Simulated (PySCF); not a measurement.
## Calculated NMR data

All values are calculated (PySCF 2.14): GIAO PBE0/pcSseg-1 shieldings, coordinates at the GFN2-xTB level. Isolated molecule, relativity neglected, fast rotation and ring inversion assumed for equivalent nuclei, one computed conformer.

Scale: TMS for $^{1}$H (σ = 31.72 ppm), $^{13}$C (σ = 186.93 ppm) (reference shieldings calculated alike). Splittings of carbon signals by F and P are missing where no couplings were computed. Where no couplings were computed, multiplicities follow the n + 1 count of equivalent neighbours, and m marks all less simple cases (inequivalent or close neighbours, rings, F or P nearby). Shifts are as computed. Against solution values, carbons near 30 ppm lie about +3 ppm off and those near 130 ppm about +5 ppm. Of 1211 compounds with measured shifts, 218 miss one by over three times the rms of a fit or turn the order of signals round; such compounds aren't used in these exercises. OH and NH positions are gas-phase values without hydrogen bonding to other molecules.

**1.** SMILES CCN/N=C\C(F)(F)F, C$_{4}$H$_{7}$F$_{3}$N$_{2}$. $^{1}$H NMR (600 MHz, computed): δ 6.17 (br s, 1H), 5.83 (m, 1H), 3.66 (q, 2H), 1.19 (t, 3H). $^{13}$C{$^{1}$H} NMR (computed): δ 129.3 (C), 112.9 (CH), 51.9 (CH2), 18.4 (CH3).

**2.** `C1=CC2=CC=CC=C2[P@@]1(=O)P`, C$_{8}$H$_{8}$OP$_{2}$. $^{1}$H NMR (600 MHz, computed): δ 8.12 (m, 1H), 7.68 (m, 1H), 7.66 (m, 1H), 7.47 (m, 1H), 7.15 (m, 1H), 6.67 (m, 1H), 2.54 (m, 2H). $^{13}$C{$^{1}$H} NMR (computed): δ 145.5 (CH), 145.0 (C), 143.3 (CH), 141.8 (C), 137.8 (CH), 135.0 (CH), 134.8 (CH), 130.1 (CH).
